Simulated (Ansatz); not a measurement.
`[F][Sn]([F])([F])[O][SiH3]`. Charge 0, multiplicity 1. Sn takes the def2 core potential. All single points use the PBE0-D4/def2-TZVP geometry. It is one conformer, not always the lowest.

```xyz
9

F     2.033    2.376    0.561
Sn    0.493    1.322    0.786
F     0.481    0.672    2.555
F    -1.013    2.435    0.579
O     0.502   -0.091   -0.482
Si   -0.427   -1.394   -0.902
H    -1.785   -0.941   -1.299
H    -0.537   -2.329    0.245
H     0.252   -2.051   -2.042
```

(1) What is the dipole moment at B3LYP/def2-TZVPP? (Estimate.)

(2) And with PBE, r2SCAN, ωB97M-V? (Estimate.)

(3) Give the Mulliken charges with B3LYP, ωB97M-V, PBE in def2-TZVPP. (Estimate.)

Results:

(1) Computed: 2.07 D, with components (-0.49, -1.68, -1.11) D in this frame, pointing from negative to positive charge.

(2) Ansatz gave: PBE 1.95 D, r2SCAN 1.98 D, ωB97M-V 2.00 D.

(3) Computed: 
```tsv
atom	B3LYP	ωB97M-V	PBE
F1	-0.44	-0.43	-0.39
Sn2	1.63	1.62	1.46
F3	-0.44	-0.44	-0.40
F4	-0.44	-0.44	-0.40
O5	-0.57	-0.58	-0.49
Si6	0.42	0.32	0.36
H7	-0.06	-0.02	-0.05
H8	-0.06	-0.02	-0.05
H9	-0.05	-0.02	-0.04
```

B3LYP here is the variant with VWN-RPA as its local correlation; programs differ in this.
